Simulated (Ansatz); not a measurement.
System: C6H11, net charge -1, singlet state. It need not be the lowest isomer of its formula. Whether it binds its extra electron was not tested at this geometry. 
Structure (B3LYP-D3(BJ)/def2-TZVP (Ansatz, a first-principles code) minimum search):
```
C
C 1 1.3875
H 2 1.0846 1 119.74
C 1 1.3945 2 127.21 3 178.39
H 4 1.0829 1 122.14 2 -1.70
H 4 1.0846 5 117.16 1 -179.92
C 2 1.4932 3 118.64 1 177.04
H 7 1.0963 2 111.76 3 4.39
H 7 1.1068 8 107.06 2 -123.74
H 7 1.1083 8 106.98 9 -111.62
C 1 1.5218 2 116.35 3 0.92
H 11 1.0952 1 109.36 2 -24.90
H 11 1.0967 12 106.90 1 118.50
C 11 1.5340 12 108.97 13 117.40
H 14 1.0915 11 110.30 12 -178.60
H 14 1.0926 15 107.67 11 119.99
H 14 1.0978 15 108.47 16 117.01
```
Charge -1, spin multiplicity 1.

Total electronic energies in hartree. Cores are frozen in the correlated levels unless marked. Spin-orbit coupling is left out. No relativistic terms. Basis-set limits of correlation are two-point, X^-3; Hartree-Fock from the larger set. The bracket is a focal-point correction in the basis named.

```csv
level,program,energy (Eh)
HF/6-31G,Ansatz,-233.41656
HF/cc-pVTZ,Ansatz,-233.60372
SVWN5/def2-TZVPD,Ansatz,-233.08386
BLYP/def2-TZVPD,Ansatz,-235.16604
B3LYP-D4/def2-TZVPD,Ansatz + dftd4,-235.33899
LC-wPBE/def2-TZVPD,Ansatz,-235.14262
wB97M-V/def2-TZVPD,Ansatz,-235.16494
B2GP-PLYP-D3(BJ)/def2-TZVPD,Ansatz + dftd3,-235.02234
B2GP-PLYP-D4/def2-TZVPD,Ansatz + dftd4,-235.02127
MP2/cc-pVDZ,Ansatz,-234.39724
RI-MP2/cc-pVQZ,Ansatz,-234.74359
SCS-MP2/aug-cc-pVDZ,Ansatz,-234.45613
CCSD(T)/STO-3G,Ansatz,-230.99909
CCSD(T)/cc-pVDZ,Ansatz,-234.49989
"RI-MP2/CBS(aug-cc-pVTZ,aug-cc-pVQZ)+[CCSD(T)-MP2]/aug-cc-pVTZ",Ansatz,-234.8981
```

Totals of different functionals don't rank their quality; only differences between species are comparable.
